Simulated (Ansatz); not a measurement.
Born–Oppenheimer molecular dynamics of AlGaH$_{7}$NO (11 atoms, charge 0, multiplicity 1). It starts at the highest image of a converged band. Of that band: The profile has 2 maxima (images 1, 5) with wells between them (image 3): this band takes more than one step, which may be the mechanism or a detour left from its start path. A vibrational analysis at the climbing image gives one clearly imaginary mode, 91i cm⁻¹: a first-order saddle point.

Method: RKS B3LYP-D4/def2-SVP (Ansatz).

```
ensemble                      : NVE (velocity Verlet)
time step                     : 0.5 fs
steps asked                   : 200
starting velocities drawn for : 300 K
seed                          : 5631
```

First frame:

```xyz
11
Properties=species:S:1:pos:R:3
Ga 0.159 0.356 0.225
N -0.058 -0.276 2.006
H -0.815 -0.934 2.185
H 0.772 -0.625 2.484
H 1.615 0.581 -0.305
H -1.121 0.172 -0.696
O -0.448 2.195 1.174
Al -1.857 2.996 0.531
H -3.195 2.931 1.364
H -1.628 3.774 -0.815
H -0.454 1.611 1.979
```

Task: How far do the bonds stretch over the last three quarters of this one trajectory? (Pairs bonded in most of those frames.)

Result: 
```json
{"bond": "Ga1–N2", "mean (Å)": "1.896", "spread (Å)": "0.019", "shortest": "1.87", "longest": "1.93"}
{"bond": "Ga1–H5", "mean (Å)": "1.566", "spread (Å)": "0.006", "shortest": "1.56", "longest": "1.58"}
{"bond": "Ga1–H6", "mean (Å)": "1.593", "spread (Å)": "0.019", "shortest": "1.56", "longest": "1.63"}
{"bond": "Ga1–O7", "mean (Å)": "2.169", "spread (Å)": "0.018", "shortest": "2.14", "longest": "2.21"}
{"bond": "N2–H3", "mean (Å)": "1.020", "spread (Å)": "0.011", "shortest": "1.00", "longest": "1.04"}
{"bond": "N2–H4", "mean (Å)": "1.019", "spread (Å)": "0.007", "shortest": "1.00", "longest": "1.03"}
{"bond": "O7–Al8", "mean (Å)": "1.752", "spread (Å)": "0.013", "shortest": "1.73", "longest": "1.78"}
{"bond": "O7–H11", "mean (Å)": "0.987", "spread (Å)": "0.013", "shortest": "0.96", "longest": "1.01"}
{"bond": "Al8–H9", "mean (Å)": "1.584", "spread (Å)": "0.068", "shortest": "1.49", "longest": "1.68"}
{"bond": "Al8–H10", "mean (Å)": "1.573", "spread (Å)": "0.013", "shortest": "1.55", "longest": "1.60"}
```

Mean temperature of the second half: 142 K. The conserved energy stayed within 0.099 meV per atom of its start (net change 0.077 meV per atom), so the integration is sound. A run of 0.1 ps of so small a system gives no equilibrium averages. The orbitals stay closed-shell, which can raise the energy where a bond breaks towards radicals; this wasn't checked here.

Run time: 7.1 min on 4 threads of Arm Neoverse V1 (shared host), peak memory 0.28 GiB.
